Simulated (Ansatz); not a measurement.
`[O]=[W]([Cl])([Cl])([Cl])[Cl]` + CH₃OH → `C[O][W](=[O])([Cl])([Cl])[Cl]` + HCl at 298.15 K and 1 bar (ligand exchange at a W–Cl bond).

Calculated with Ansatz (gas phase, PBE0-D4/def2-TZVP geometries, no zero-point term in ΔE). CCSD(T)/CBS adds triple-zeta CCSD(T) − MP2 to the extrapolated MP2 energy (def2 sets, frozen cores). This one scheme is used for every species. Elements past krypton have def2 core potentials. For W outer-core shells are correlated without core-valence functions, which leaves a few kJ/mol of doubt a bond. Each species was taken in one conformer, which may not be the lowest.

```csv
species,CCSD(T)/CBS energy (Eh),H − E (kJ/mol),S (J/(mol·K))
`[O]=[W]([Cl])([Cl])([Cl])[Cl]`,-1981.46571,47.7,389.7
CH₃OH,-115.61712,146.3,238.2
`C[O][W](=[O])([Cl])([Cl])[Cl]`,-1636.71239,159.5,436.6
HCl,-460.38127,26.6,186.8
```

H − E and S are ideal-gas, rigid-rotor, harmonic terms from PBE0-D4/def2-TZVP, for one conformer and one mirror image of each species. 1 Eh = 2625.50 kJ/mol, R = 8.31446 J/(mol·K).

Task: By hand: ΔE, ΔH, ΔS and ΔG.

Result: ΔE = (-1636.71239) + (-460.38127) − (-1981.46571) − (-115.61712) = -0.01083 Eh = -28.4 kJ/mol. Δ(H − E) = 159.5 + 26.6 − 47.7 − 146.3 = -7.9, so ΔH = -36.3 kJ/mol. ΔS = 436.6 + 186.8 − 389.7 − 238.2 = -4.5 J/(mol·K). ΔG = -36.3 − 298.15 × (-4.5)/1000 = -35.0 kJ/mol.

Task: By hand: the equilibrium constant, and the temperature at which ΔG would vanish if ΔH and ΔS stayed fixed.

Result: log₁₀ K = −ΔG/(RT ln 10) = 6.1. ΔG = 0 at ΔH/ΔS = 8067 K, far beyond where these terms or the molecules hold.

The number of gas molecules stays the same, so ΔS is small and ΔH decides. A doubt of 5 kJ/mol in ΔE shifts log₁₀ K by 0.9 here. Other conformers and mirror images would add mixing entropy, several J/(mol·K) or more a flexible species. Modes under 60 cm⁻¹, often nearly free rotors, make the harmonic entropy too high. These are equilibria of isolated gas molecules and say nothing of rates. Largest T1 diagnostic: 0.021 (customary marks: 0.02 for closed shells, 0.045 for open ones).
